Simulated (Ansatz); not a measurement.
Reaction (cleavage of the Si–Si bond): `F[Si](F)(F)[SiH3]` + `[BH2][AlH][OH]` → `[BH2][AlH][O][SiH3]` + `F[SiH](F)F`

Calculated with Ansatz (gas phase, PBE0-D4/def2-TZVP geometries, no zero-point term in ΔE). CCSD(T)/CBS is the MP2 limit (def2-TZVPP, def2-QZVPP) plus CCSD(T) − MP2 in def2-TZVPP, frozen cores. Functionals use def2-TZVPP. One conformer a species, not always the lowest.

```json
{"species": "`F[Si](F)(F)[SiH3]`", "ωB97X-V energy (Eh)": "-880.48564"}
{"species": "`[BH2][AlH][OH]`", "ωB97X-V energy (Eh)": "-344.88530"}
{"species": "`[BH2][AlH][O][SiH3]`", "ωB97X-V energy (Eh)": "-635.58464"}
{"species": "`F[SiH](F)F`", "ωB97X-V energy (Eh)": "-589.82863"}
```

(1) Work out ΔE.

Largest T1 diagnostic among the species: 0.013.

Results:

(1) ΔE = (-635.58464) + (-589.82863) − (-880.48564) − (-344.88530) = -0.04233 Eh = -26.6 kcal/mol. CCSD(T)/CBS gives -28.1 kcal/mol.

From BLYP to BHLYP (50 % exact exchange), in def2-TZVPP and without D4, ΔE moves by −5.3 kcal/mol. In def2-TZVPP, CCSD(T) changes the Hartree–Fock value by +6.7 kcal/mol (the triples alone add +0.9 kcal/mol) and MP2 by +4.7 kcal/mol.
